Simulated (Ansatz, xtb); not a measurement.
Group exchange: SCl2O2 + CBrClF2 → SClO2F + CBrCl2F

Species: SCl2O2 (sulfuryl chloride) `O=S(=O)(Cl)Cl`, singlet; CBrClF2 `FC(F)(Cl)Br`, singlet; SClO2F (sulfuryl chloride fluoride) `O=S(=O)(F)Cl`, singlet; CBrCl2F (bromodichlorofluoromethane) `FC(Cl)(Cl)Br`, singlet. The partners trade Cl for F: S–Cl and C–F bonds give way to S–F and C–Cl.

Shapes, held fixed at every level: PBE0-D4/def2-TZVP. Programs: Ansatz 0.2.0, xtb 6.7.1, xtb 6.7.1 later snapshot. The zero-point and thermal change to 298 K, harmonic and unscaled (PBE0-D4/def2-TZVP), is -0.8 kJ/mol.

```json
{"level": "GFN2-xTB", "kind": "semi-empirical", "ΔH(298 K) (kJ/mol)": "-10.2", "less CCSD(T)/def2-TZVPP": "-10.9", "CPU time (sum over the molecules)": "0.15 s"}
{"level": "SPW92/def2-TZVPP", "kind": "LDA", "ΔH(298 K) (kJ/mol)": "+12.0", "less CCSD(T)/def2-TZVPP": "+11.3", "CPU time (sum over the molecules)": "12 s"}
{"level": "PBE-D4/def2-TZVPP", "kind": "GGA", "ΔH(298 K) (kJ/mol)": "+14.5", "less CCSD(T)/def2-TZVPP": "+13.8", "CPU time (sum over the molecules)": "19 s"}
{"level": "B3LYP/6-31G* (spherical functions)", "kind": "global hybrid", "ΔH(298 K) (kJ/mol)": "+15.8", "less CCSD(T)/def2-TZVPP": "+15.1", "CPU time (sum over the molecules)": "39 s"}
{"level": "B3LYP-D4/def2-TZVPP", "kind": "global hybrid", "ΔH(298 K) (kJ/mol)": "+11.4", "less CCSD(T)/def2-TZVPP": "+10.7", "CPU time (sum over the molecules)": "37 s"}
{"level": "r2SCAN0-D4/def2-TZVPP", "kind": "global hybrid", "ΔH(298 K) (kJ/mol)": "+7.7", "less CCSD(T)/def2-TZVPP": "+7.0", "CPU time (sum over the molecules)": "48 s"}
{"level": "wB97M-V/def2-TZVPP", "kind": "range-separated hybrid", "ΔH(298 K) (kJ/mol)": "+2.0", "less CCSD(T)/def2-TZVPP": "+1.3", "CPU time (sum over the molecules)": "93 s"}
{"level": "CCSD/def2-TZVPP", "kind": "coupled cluster or CI", "ΔH(298 K) (kJ/mol)": "-1.1", "less CCSD(T)/def2-TZVPP": "-1.8", "CPU time (sum over the molecules)": "–"}
{"level": "CCSD(T)/def2-TZVPP", "kind": "coupled cluster or CI", "ΔH(298 K) (kJ/mol)": "+0.7", "less CCSD(T)/def2-TZVPP": "0.0", "CPU time (sum over the molecules)": "5 min"}
```

The highest level, CCSD(T)/def2-TZVPP, gives ΔH(298 K) = +0.7 kJ/mol; the levels span -10.2 to +15.8. That is about zero within the method's error. They disagree on the sign: 7 of 9 are positive. The column of differences is taken from that level and isn't an error. No measured value is set beside it here. Relativity is left out for Br. Outer-core shells of Br are correlated in most correlated rows, in sets that cover them unevenly. Times are processor times on shared x86 and Arm servers, and rough.
